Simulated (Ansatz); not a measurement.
`[Cl][SnH2][SeH]` and `[Cl][SnH2][GeH3]` differ in one atom or group.

Ansatz, PBE0-D4/def2-TZVP geometries, multiplicity 1. Each molecule was computed in one conformer, which needn't be the lowest.

Elements past krypton have def2 core potentials. Scalar relativity is left out up to krypton.

```tsv
property	`[Cl][SnH2][SeH]`
size of the dipole moment (PBE/def2-TZVPP) / D	2.03
HOMO energy (ωB97M-V/def2-TZVPP) / eV	-9.56
LUMO energy (PBE0/def2-TZVPP) / eV	-1.34
zero-point energy (PBE0-D4/def2-TZVP) / kJ/mol	60.2
HOMO–LUMO gap (B3LYP/def2-TZVPP) / eV	5.53
LUMO energy (PBE/def2-TZVPP) / eV	-2.21
```

(1) What does the change do to each property? (An estimate is asked.)

Answers

(1) The calculation gave: 
| property | `[Cl][SnH2][GeH3]` | shift |
| --- | --- | --- |
| size of the dipole moment (PBE/def2-TZVPP) / D | 2.56 | 0.53 |
| HOMO energy (ωB97M-V/def2-TZVPP) / eV | -10.00 | -0.44 |
| LUMO energy (PBE0/def2-TZVPP) / eV | -0.99 | 0.35 |
| zero-point energy (PBE0-D4/def2-TZVP) / kJ/mol | 99.9 | 39.7 |
| HOMO–LUMO gap (B3LYP/def2-TZVPP) / eV | 6.54 | 1.01 |
| LUMO energy (PBE/def2-TZVPP) / eV | -1.80 | 0.41 |

With PBE0 the HOMO falls by 0.57 eV and the LUMO rises by 0.35 eV, so the gap widens by about 0.92 eV. PBE moves the HOMO by -0.57 eV and ωB97M-V by -0.44 eV. The zero-point energy changes by 39.7 kJ/mol with +6 modes. Dipoles are sizes alone; their direction can turn.

B3LYP here is the variant with VWN-RPA as its local correlation; programs differ in this.

Spin–orbit coupling is left out; it splits and shifts lone-pair levels of the heavy atoms by tenths of an eV.
